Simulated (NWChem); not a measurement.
Molecule: bromine monochloride (BrCl); SMILES ClBr

```xyz
2

Cl     0.0000     0.0000     1.4518
Br     0.0000     0.0000    -0.7127
```
Atoms are numbered in this order, from 1.

All runs: NWChem. Pople sets run with spherical d functions. STO-3G and 3-21G are far too small for this property and stand as cheap habits. Structure relaxed at the PBE0/def2-SVP level. GIAO values for the isolated, static molecule; σ is the absolute isotropic shielding. Spin-orbit effects, on the heavy nuclei and on their neighbours, are missing.

```csv
level,σ Cl1 (ppm),σ Br2 (ppm)
PBE/pcSseg-1,___,___
Hartree-Fock/STO-3G,1058.5,2273.7
BHandHLYP/pcSseg-1,860.9,1114.8
Hartree-Fock/6-31G*,942.2,1573.3
PBE0/pcSseg-1,832.9,1068.4
```

### Question
Some entries are withheld; supply them.

### Answer

- PBE/pcSseg-1, σ Cl1 (ppm): 791.1
- PBE/pcSseg-1, σ Br2 (ppm): 933.4
